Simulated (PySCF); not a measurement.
How methods differ on the excitation energy of Tm⁺

Tm⁺ [Xe] 4f13 6s1 (3F) → Tm⁺ [Xe] 4f12 6s1 6p1 (high-spin determinant), as a difference of total energies. Calculation: PySCF 2.14, in Sapporo-DKH3-DZP-2012 (9s7p6d4f1g, 97 functions); scalar relativity by spin-free X2C-1e. Correlated levels: valence: [Kr] 4d10 frozen; valence and next inner shell: [Ar] 3d10 frozen. The calculations carry no spin-orbit coupling.

| method | excitation energy (eV) |
| --- | --- |
| UHF | 1.350 |
| LDA | 6.967 |
| PBE | 6.382 |
| PBE0 | 5.371 |
| r2SCAN | 5.386 |
| MP2 (valence) | 6.381 |
| SCS-MP2 (valence) | 5.715 |
| MP2 (valence and next inner shell) | 6.873 |
| SCS-MP2 (valence and next inner shell) | 6.047 |

How much does correlation contribute at MP2 (valence and next inner shell)?

6.873 − (1.350) = 5.523 eV, measured against UHF.

A first-order spin-orbit estimate (lowest level to lowest level, LS coupling) adds -0.232 eV.

The basis was made for the ground configuration and has no added diffuse functions, so the excitation energy can come out too high.

The determinant of the upper state mixes LS terms, which raises its energy above the lowest term, most at the Hartree-Fock and MP2 levels.
